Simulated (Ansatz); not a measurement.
Compare A (`CSC(F)[SiH3]`) with its isomer B (`C[SiH](F)CS`).

Computed with Ansatz on PBE0-D4/def2-TZVP structures; ΔE is electronic, products minus reactants. CBS: MP2 limit from def2 TZ/QZ plus the TZ coupled-cluster correction, frozen cores. Functionals use def2-TZVPP. B3LYP here is the variant with VWN-RPA as its local correlation; programs differ in this. Each species was taken in one conformer, which may not be the lowest.

A:

Z-matrix (Å, degrees):
```
C
S 1 1.801
H 1 1.091 2 111.0
H 1 1.090 2 106.9 3 -118.7
H 1 1.089 2 110.5 3 122.8
C 2 1.774 1 101.3 3 -62.2
Si 6 1.906 2 109.0 1 162.9
F 6 1.398 2 112.4 1 -74.9
H 6 1.096 2 109.0 1 42.7
H 7 1.483 6 109.5 2 45.5
H 7 1.484 6 108.4 2 165.7
H 7 1.484 6 108.4 2 -74.9
```

B:

```xyz
12

C     1.6048    0.2377    0.5435
Si   -0.1511   -0.3072    0.7515
F    -0.2384   -1.8983    0.5330
C    -1.2950    0.4708   -0.5048
S    -0.8578   -0.0061   -2.2009
H     2.2646   -0.3149    1.2162
H     1.7021    1.3021    0.7746
H     1.9388    0.0784   -0.4838
H    -0.6528   -0.0407    2.1264
H    -2.3453    0.2503   -0.3010
H    -1.1807    1.5581   -0.4669
H    -0.7892   -1.3303   -1.9877
```

Which isomer does CCSD(T)/CBS put lower? Give the gap. (Estimate.)

The calculation gave: B, by 288.8 kJ/mol.

Give E(B) − E(A) in kJ/mol with CCSD(T)/def2-TZVPP, MP2/def2-TZVPP, r2SCAN-D4, B3LYP-D4, ωB97M-V, B2PLYP, B3LYP. (An estimate is asked.)

Ansatz gave: CCSD(T)/def2-TZVPP -286.2, MP2/def2-TZVPP -296.6, r2SCAN-D4 -280.9, B3LYP-D4 -276.4, ωB97M-V -283.5, B2PLYP -283.0, B3LYP -274.7. None reverses the order clearly.

Largest T1 diagnostic: 0.012.

From PBE to PBE0 (25 % exact exchange), in def2-TZVPP and without D4, E(B) − E(A) moves by −13.1 kJ/mol.
